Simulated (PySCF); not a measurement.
# Calculated NMR parameters of COc1nccpc1[SiH3]

```yaml
Formula: C5H8NOPSi
SMILES: COc1nccpc1[SiH3]
InChI: InChI=1S/C5H8NOPSi/c1-7-4-5(9)8-3-2-6-4/h2-3H,1,9H3
Point_group_of_the_computed_structure: Cs
Carbon_signals: 5
Proton_signals: 4
```

Molfile (atoms numbered from 1):
```
C5H8NOPSi
     RDKit          3D

 17 17  0  0  0  0  0  0  0  0999 V2000
   -1.2415    1.5096    1.5834 C   0  0  0  0  0  0  0  0  0  0  0  0
   -1.1839    0.5146    0.5819 O   0  0  0  0  0  0  0  0  0  0  0  0
    0.0398    0.1497    0.1480 C   0  0  0  0  0  0  0  0  0  0  0  0
    1.0874    0.7437    0.6869 N   0  0  0  0  0  0  0  0  0  0  0  0
    2.3110    0.4193    0.2934 C   0  0  0  0  0  0  0  0  0  0  0  0
    2.6440   -0.5113   -0.6611 C   0  0  0  0  0  0  0  0  0  0  0  0
    1.4673   -1.4497   -1.5396 P   0  0  0  0  0  0  0  0  0  0  0  0
    0.0100   -0.8344   -0.8411 C   0  0  0  0  0  0  0  0  0  0  0  0
   -1.7202   -1.4114   -1.3248 Si  0  0  0  0  0  4  0  0  0  0  0  0
   -0.7165    1.1802    2.4830 H   0  0  0  0  0  0  0  0  0  0  0  0
   -2.2978    1.6634    1.7939 H   0  0  0  0  0  0  0  0  0  0  0  0
   -0.7829    2.4363    1.2310 H   0  0  0  0  0  0  0  0  0  0  0  0
    3.0924    0.9718    0.8058 H   0  0  0  0  0  0  0  0  0  0  0  0
    3.6893   -0.6778   -0.8853 H   0  0  0  0  0  0  0  0  0  0  0  0
   -1.5508   -2.4318   -2.3633 H   0  0  0  0  0  0  0  0  0  0  0  0
   -2.4757   -0.2748   -1.8495 H   0  0  0  0  0  0  0  0  0  0  0  0
   -2.3791   -1.9857   -0.1526 H   0  0  0  0  0  0  0  0  0  0  0  0
  1  2  1  0
  2  3  1  0
  3  4  1  0
  4  5  2  0
  5  6  1  0
  6  7  2  0
  7  8  1  0
  8  9  1  0
  8  3  2  0
  1 10  1  0
  1 11  1  0
  1 12  1  0
  5 13  1  0
  6 14  1  0
  9 15  1  0
  9 16  1  0
  9 17  1  0
M  END
```

[PySCF: GFN2-xTB geometry; shielding tensors at PBE0/pcSseg-1 (GIAO); fast rotation and ring inversion assumed for equivalent nuclei; isolated molecule; no relativistic terms; one computed conformer]

Referencing at the same level of theory: $^{1}$H (31.72 ppm), $^{13}$C (186.93 ppm), $^{29}$Si (349.16 ppm) against TMS; $^{31}$P (318.38 ppm) against H3PO4; $^{15}$N (267.73 ppm) vs NH3; $^{17}$O (336.08 ppm) against H2O.

| carbon | δC, type | δH (multiplicity) | HMBC from (2–3 bonds) | span of the C tensor (ppm) |
| --- | --- | --- | --- | --- |
| C1 | 55.4, CH3 | 4.20 (s) | – | 70 |
| C3 | 172.6, C | – | H13, H15/H16/H17, H10/H11/H12 | 180 |
| C5 | 159.0, CH | 9.03 (m) | H14 | 221 |
| C6 | 147.1, CH | 8.34 (m) | H13 | 309 |
| C8 | 149.9, C | – | H14, H15/H16/H17 | 290 |

Other nuclei:
```json
{"atoms": "H15/H16/H17", "nucleus": "$^{1}$H", "environment": "hydrogen on a silicon bonded to C", "δ (ppm)": "4.61", "σ (ppm)": "27.11"}
{"atoms": "P7", "nucleus": "$^{31}$P", "environment": "phosphorus bonded to 2 C, in a 6-membered ring", "δ (ppm)": "314.8", "σ (ppm)": "3.6"}
{"atoms": "Si9", "nucleus": "$^{29}$Si", "environment": "silicon bonded to C, 3 H", "δ (ppm)": "-74.5", "σ (ppm)": "423.7"}
{"atoms": "N4", "nucleus": "$^{15}$N", "environment": "pyridine-type ring nitrogen", "δ (ppm)": "299.7", "σ (ppm)": "-32.0"}
{"atoms": "O2", "nucleus": "$^{17}$O", "environment": "ether oxygen", "δ (ppm)": "149.6", "σ (ppm)": "186.4"}
```

- δC 172.6: aromatic carbon bearing oxygen; the electronegative substituent deshields the carbon that carries it.
- δC 159.0: aromatic CH next to a ring nitrogen; the adjacent pyridine-type nitrogen withdraws density from it.
- δC 149.9: substituted aromatic carbon.
- δC 147.1: aromatic CH.
- δH 9.03: hydrogen on an aromatic CH next to a ring nitrogen; ring current plus the neighbouring ring nitrogen.

Splittings by $^{31}$P in the carbon and heteronuclear signals aren't shown, as no couplings were computed. Shifts are as computed. Against solution values, carbons near 30 ppm lie about +3 ppm off and those near 130 ppm about +5 ppm. Of 1211 compounds with measured shifts, 218 miss one by over three times the rms of a fit or turn the order of signals round; such compounds aren't used in these exercises. Experimental scales use liquid or dissolved standards, which lie at an offset from isolated NH3 (liquid NH3: subtract about 20 ppm) and H2O (liquid H2O: subtract about 36 ppm) and H3PO4. Unscaled 15N shifts of sp2 nitrogen come out 20 to 40 ppm too high even then. No couplings were computed; multiplicities are counted from neighbouring protons, with m where these are inequivalent, close in shift, in a saturated or five-membered ring or joined by F or P, and br s for small geminal =CH2 splittings.
